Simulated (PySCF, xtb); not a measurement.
C5H4F2O, SMILES O=C1C=C(F)C[C@H]1F.

GFN2-xTB run with xtb at its own geometry gives an orbital gap of 2.99 eV and a dipole moment of 3.53 D.

The structure is a stationary point at ωB97X-D3(BJ)/def2-SVP. The structure was generated by enumeration; whether it is a known compound was not checked. The values are those of a single conformer.

Q: What does M06-2X/def2-TZVP (PySCF) give? (Estimate from the structure and the level; the computed values follow.)

A: gap 8.50 eV (levels -9.20 and -0.70 eV), dipole 3.57 D.
